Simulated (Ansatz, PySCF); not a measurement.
Reaction R1 → P1, each structure at its B3LYP-D3(BJ)/def2-TZVP stationary point, reached from a drawn start; harmonic modes at that level show minima.
R1, H2OSi (SMILES O=[SiH2]) (charge 0, multiplicity 1):
```xyz
4

Si    -0.0071     0.0334     0.0061
O     -0.3187     1.4965     0.2721
H      1.3198    -0.4676    -0.4196
H     -0.9940    -1.0623     0.1414
```
P1, H2OSi (SMILES O[SiH]) (charge 0, multiplicity 1, Z-matrix in Å and degrees):
```
O
H 1 0.9632
Si 1 1.6642 2 114.85
H 3 1.5291 1 94.52 2 180.00
```

P less R. No zero-point or thermal terms.

Frozen-core correlation throughout. CBS: X⁻³ extrapolation of the correlation energy, Hartree–Fock from the larger set.

Run with Ansatz (a program for electronic structure) with Gaussian orbitals; PySCF for the D3/D4 terms. Each number belongs to the level named beside it.

### Question
Predict the reaction energy from PBE0-D3(BJ)/def2-TZVPP.

### Answer
-2.3 kcal/mol

### Question
Estimate the reaction energy that B97M-V/def2-TZVPP returns for this input.

### Answer
-1.2 kcal/mol

### Question
Predict the reaction energy from CCSD(T)/CBS(cc-pV(T+d)Z, cc-pV(Q+d)Z).

### Answer
-0.8 kcal/mol
